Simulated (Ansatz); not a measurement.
Reaction (cleavage of the Si–B bond): `C#CB[SiH2]C` + `C[NH][AlH2]` → `C[SiH2][N](C)[AlH2]` + `BC#C`

Gas-phase electronic energies from Ansatz, PBE0-D4/def2-TZVP geometries. CCSD(T)/CBS is the MP2 limit (def2-TZVPP, def2-QZVPP) plus CCSD(T) − MP2 in def2-TZVPP, frozen cores. DFT in def2-TZVPP. Each species was taken in one conformer, which may not be the lowest.

Task: Is it downhill or uphill in electronic energy at CCSD(T)/CBS, and by how much? (Best estimate.)

Result: Computed: Downhill: ΔE = -16.5 kcal/mol.

Task: What do these levels give: ωB97M-V, B2PLYP, PBE, r2SCAN, CCSD/def2-TZVPP, CCSD(T)/def2-TZVPP? (Best estimate.)

Result: Computed: ωB97M-V -16.8, B2PLYP -15.8, PBE -10.6, r2SCAN -14.1, CCSD/def2-TZVPP -16.5, CCSD(T)/def2-TZVPP -16.5 kcal/mol.

Largest T1 diagnostic among the species: 0.014.

From PBE to PBE0 (25 % exact exchange), in def2-TZVPP and without D4, ΔE moves by −1.8 kcal/mol. The D4 term adds −1.8 kcal/mol with B3LYP and −1.0 kcal/mol with PBE0; it sums over pairs of atoms, weighted by their polarisabilities, and B3LYP, whose exchange is more repulsive, gets the larger term.

B3LYP here is the variant with VWN-RPA as its local correlation; programs differ in this.
